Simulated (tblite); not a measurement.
Species: C₃H₁₁NP₂Si.
SMILES with atom numbers: `[CH2:1]=[CH:2][N:3]([CH3:4])[SiH:5]([PH2:6])[PH2:7]` (hydrogens: H8, H9 on C1; H10 on C2; H11, H12, H13 on C4; H14 on Si5; H15, H16 on P6; H17, H18 on P7)

Structure used (GFN2-xTB), in Å, numbered top down from 1:
```
atom  x, y, z in Å
C1    -2.5816    0.9891    0.5338
C2    -1.2637    0.9290    0.3992
N3    -0.5214   -0.1193   -0.1097
C4    -1.2422   -1.3065   -0.5001
Si5    1.1550    0.0638   -0.5025
P6     2.0818   -1.9889   -0.3823
P7     1.9519    1.6025    0.9353
H8    -3.0390    1.8599    0.9656
H9    -3.2458    0.2023    0.2269
H10   -0.6475    1.7623    0.7190
H11   -1.8426   -1.6728    0.3353
H12   -0.5304   -2.0793   -0.7877
H13   -1.9029   -1.1059   -1.3476
H14    1.3217    0.4680   -1.9190
H15    1.8634   -2.1502    0.9744
H16    3.3688   -1.5317   -0.1777
H17    3.2723    1.4211    0.5643
H18    1.7936    2.6628    0.0610
```

Calculated harmonic vibrations of the isolated species, GFN2-xTB (tblite), most abundant isotopes, no scaling. The method is semi-empirical: single wavenumbers can be off by several per cent or more. Modes of hydrogen on phosphorus and silicon can be 10 to 20 % off. One conformer, not necessarily the lowest.

Harmonic wavenumbers (cm⁻¹): 40.6, 84.7, 92.0, 109.6, 121.3, 155.2, 167.8, 224.9, 252.6, 262.8, 334.6, 393.5, 489.8, 524.6, 587.9, 615.5, 639.8, 682.7, 687.8, 696.5, 720.2, 751.7, 818.8, 979.3, 997.6, 1052.5, 1098.4, 1133.5, 1145.9, 1215.2, 1254.6, 1332.0, 1403.7, 1421.4, 1468.9, 1497.9, 1698.3, 2070.3, 2307.6, 2310.9, 2385.1, 2395.3, 2947.3, 2974.8, 3003.9, 3014.6, 3131.1, 3154.7.

A = 1617, B = 1102, C = 695.3 MHz; mass 151.014 u (most abundant isotopes); point group C1, symmetry number 1.

Task: What is the zero-point energy?

Result: Half the sum of the wavenumbers: 28425 cm⁻¹ = 340.04 kJ/mol.

Task: What is S at 500 K and 1 bar for an ideal gas of classical rigid rotors and harmonic oscillators?

Result: Translation 182.18, rotation 131.72, vibration 244.50: S = 558.4 J/(mol K).

Task: And Cp and H(500 K) − H(0)?

Result: Cp = 245.48 J/(mol K), of which vibrations give 212.22 (their classical limit is 48 R = 399.1); H(500 K) − H(0) = 76.72 kJ/mol without the zero-point energy, 60.09 from vibrations.

Task: How do the functions run with temperature in this model?

Result: 
```
 T (K)  S (J/(mol K))  Cp (J/(mol K))  H − H(0) (kJ/mol)  G − H(0) (kJ/mol)  ln q(vib)
   150          349.4           116.5              11.41             -40.99       3.93
   250          419.2           159.9              25.26             -79.53       7.28
298.15          449.0           179.3              33.43            -100.44       8.83
   400          507.0           215.8              53.61            -149.17      11.99
   600          605.4           270.1             102.54            -260.70      17.78
   900          725.9           323.5             192.22            -461.07      25.51
```

q(vib) and H(0) count from the zero-point level.

Task: What must be added to the electronic energy to get the Gibbs energy at 500 K and 1 bar?

Result: ZPE + [H(500 K) − H(0)] − T·S = 340.04 + 76.72 − 279.20 = 137.56 kJ/mol.

Hindered rotation and anharmonicity are outside this model. Other conformers, if any are populated, would add a mixing term that is left out. The structure is chiral; the term R ln 2 for an equal mix with its mirror image is left out.
